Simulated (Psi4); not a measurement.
BiI₃, triplet, at a GFN2-xTB geometry (such geometries of metal compounds can be far from the true shape) (a higher spin typed on purpose: for a closed-shell molecule this is an excited state) (core potentials on Bi, I); SCAN/def2-SVP in Psi4 1.11.

The Psi4 input:
```
memory 2 GB

molecule mol {
0 3
  Bi   -0.192219   -0.153333   -0.010290
  I     0.910374   -2.891857    0.047997
  I     2.001727    1.596777    0.107158
  I    -2.611079    1.535206   -0.139040
}

set basis def2-svp
set reference uks

energy('scan')
print_variables()
```

What the program printed (banner, timings and long lists left out):

```
   => Loading Basis Set <=

    Name: DEF2-SVP
    Role: ORBITAL
    Keyword: BASIS

    !!!  WARNING: ECP capability is in beta. Please check occupations closely.  !!!

         ---------------------------------------------------------
                                   SCF
               by Justin Turney, Rob Parrish, Andy Simmonett
                          and Daniel G. A. Smith
                              UKS Reference
         ---------------------------------------------------------

  ==> Geometry <==

    Molecular point group: c1
    Full point group: C1

    Geometry (in Angstrom), charge = 0, multiplicity = 3:

       Center              X                  Y                   Z               Mass
    ------------   -----------------  -----------------  -----------------  -----------------
         BI          -0.188880037737    -0.150669705463    -0.010111360273   208.980399100000
         I            0.913712962263    -2.889193705463     0.048175639727   126.904471900000
         I            2.005065962263     1.599440294537     0.107336639727   126.904471900000
         I           -2.607740037737     1.537869294537    -0.138861360273   126.904471900000

  Running in c1 symmetry.

  Rotational constants: A =      0.01470  B =      0.00829  C =      0.00530 [cm^-1]
  Rotational constants: A =    440.60743  B =    248.62930  C =    158.94092 [MHz]
  Nuclear repulsion =  516.040787512237671

  Charge       = 0
  Multiplicity = 3
  Electrons    = 98
  Nalpha       = 50
  Nbeta        = 48

  ==> Algorithm <==

  SCF Algorithm Type is DF.
  DIIS enabled.
  MOM disabled.
  Fractional occupation disabled.
  Guess Type is SAD.
  Energy threshold   = 1.00e-06
  Density threshold  = 1.00e-06
  Integral threshold = 1.00e-12

  ==> Primary Basis <==

  Basis Set: DEF2-SVP
    Blend: DEF2-SVP
    Number of shells: 40
    Number of basis functions: 104
    Number of Cartesian functions: 112
    Spherical Harmonics?: true
    Max angular momentum: 2

  Core potential: DEF2-SVP
    Number of shells: 16
    Number of ECP primitives: 105
    Number of ECP core electrons: 144
    Max angular momentum: 3

  ==> DFT Potential <==

   => LibXC <=

    Version 7.1.2
    S. Lehtola, C. Steigemann, M. J. T. Oliveira, and M. A. L. Marques,  SoftwareX 7, 1–5 (2018) (10.1016/j.softx.2017.11.002)

   => Composite Functional: SCAN <=

    SCAN Meta-GGA XC Functional  (10.1103/PhysRevLett.115.036402)
[...]
      Ntotal   =   97.9999383310 ; deviation = -6.167e-05

   @Spin Contamination Metric:   7.313421574E-03
   @S^2 Expected:                2.000000000E+00
   @S^2 Observed:                2.007313422E+00
   @S   Expected:                1.000000000E+00
   @S   Observed:                1.000000000E+00

    Orbital Energies [Eh]
    ---------------------

    Alpha Occupied:

[...]
    Alpha Virtual:

[...]
    Beta Occupied:

[...]
    Beta Virtual:

[...]
    Final Occupation by Irrep:
              A
    DOCC [    48 ]
    SOCC [     2 ]
    NA   [    50 ]
    NB   [    48 ]

  @DF-UKS Final Energy: -1108.21524847594401

   => Energetics <=

    Nuclear Repulsion Energy =            516.0407875122376709
    One-Electron Energy =               -2957.0901697064773543
    Two-Electron Energy =                1417.0972124347672434
    DFT Exchange-Correlation Energy =     -84.2630787164716395
    Empirical Dispersion Energy =           0.0000000000000000
    VV10 Nonlocal Energy =                  0.0000000000000000
    Total Energy =                      -1108.2152484759440085

  UHF NO Occupations:
  HONO-2 :   48  A 1.9976791
  HONO-1 :   49  A 1.0000000
  HONO-0 :   50  A 1.0000000
  LUNO+0 :   51  A 0.0023209
  LUNO+1 :   52  A 0.0005771
  LUNO+2 :   53  A 0.0002129
  LUNO+3 :   54  A 0.0001953

Computation Completed

Properties will be evaluated at   0.000000,   0.000000,   0.000000 [a0]

Properties computed using the SCF density matrix

 Multipole Moments:

 ------------------------------------------------------------------------------------
     Multipole            Electronic (a.u.)      Nuclear  (a.u.)        Total (a.u.)
 ------------------------------------------------------------------------------------

 L = 1.  Multiply by 2.5417464519 to convert [e a0] to [Debye]
 Dipole X            :         -6.5861614            6.4850323           -0.1011291
 Dipole Y            :         -5.2539152            5.1731137           -0.0808015
 Dipole Z            :         -0.3525811            0.3471648           -0.0054164
 Magnitude           :                                                    0.1295582

 ------------------------------------------------------------------------------------

  Variable Map:
  ----------------------------------------------------------------------------
[...]
  Array Variable Map:
  ----------------------------------------------------------------------------
[...]
[...]
```
